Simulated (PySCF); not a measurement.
**Correlation energy of Hg (mercury, neutral)**

[Xe] 4f14 5d10 6s2, closed-shell 1S. All numbers are calculated (PySCF 2.14, a scalar-relativistic core potential, in def2-TZVP with the def2 core potential (60 electrons)). Frozen: 5s2 5p6; 12 electrons correlated.

MP2 pair energies summed by pair of shells (mhartree):

| pair | energy | share (%) |
| --- | --- | --- |
| 5d-5d | -230.25 | 68.6 |
| 5d-6s | -87.44 | 26.0 |
| 6s-6s | -18.12 | 5.4 |

Total MP2 correlation energy: -335.81 mhartree.

Same-spin part -115.03 and opposite-spin part -220.78 mhartree; SCS-MP2 scales them by 1/3 and 6/5 to -303.28 mhartree.

```json
{"level": "CCSD", "correlation energy (mhartree)": "-315.48"}
{"level": "(T)", "correlation energy (mhartree)": "-6.43"}
{"level": "CCSD(T)", "correlation energy (mhartree)": "-321.91"}
```

Diagnostics: T1 = 0.015, D1 = 0.0471, largest double amplitude 0.042.

Cost of the coupled-cluster step: 0.84 s of wall time on 1 thread of AMD EPYC 7R43 64-Core Processor (shared host), for 12 correlated electrons.

Iterations:

```
CC2 = 0
CCSD nocc = 6, nmo = 39
frozen orbitals [0, 1, 2, 3]
max_cycle = 100
direct = 0
conv_tol = 1e-08
conv_tol_normt = 1e-06
diis_space = 8
diis_start_cycle = 0
Init t2, MP2 energy = -152.890136435829  E_corr(MP2) -0.335809556568453
Init E_corr(CCSD) = -0.335809556582709
cycle = 1  E_corr(CCSD) = -0.306073448340315  dE = 0.0297361082  norm(t1,t2) = 0.0467788
cycle = 2  E_corr(CCSD) = -0.314805019797965  dE = -0.00873157146  norm(t1,t2) = 0.0141372
cycle = 3  E_corr(CCSD) = -0.314750212484881  dE = 5.48073131e-05  norm(t1,t2) = 0.00570058
cycle = 4  E_corr(CCSD) = -0.315508775775487  dE = -0.000758563291  norm(t1,t2) = 0.00117291
cycle = 5  E_corr(CCSD) = -0.315485598520519  dE = 2.3177255e-05  norm(t1,t2) = 0.000115305
cycle = 6  E_corr(CCSD) = -0.315479560304905  dE = 6.03821561e-06  norm(t1,t2) = 2.19839e-05
cycle = 7  E_corr(CCSD) = -0.315480221474664  dE = -6.61169759e-07  norm(t1,t2) = 4.69375e-06
cycle = 8  E_corr(CCSD) = -0.315480299342192  dE = -7.78675276e-08  norm(t1,t2) = 6.93808e-07
cycle = 9  E_corr(CCSD) = -0.315480279458744  dE = 1.98834477e-08  norm(t1,t2) = 1.75007e-07
cycle = 10  E_corr(CCSD) = -0.315480274368756  dE = 5.08998749e-09  norm(t1,t2) = 2.63176e-08
CCSD converged
E(CCSD) = -152.8698071536292  E_corr = -0.3154802743687564
CCSD(T) correction = -0.00643328829587788
```
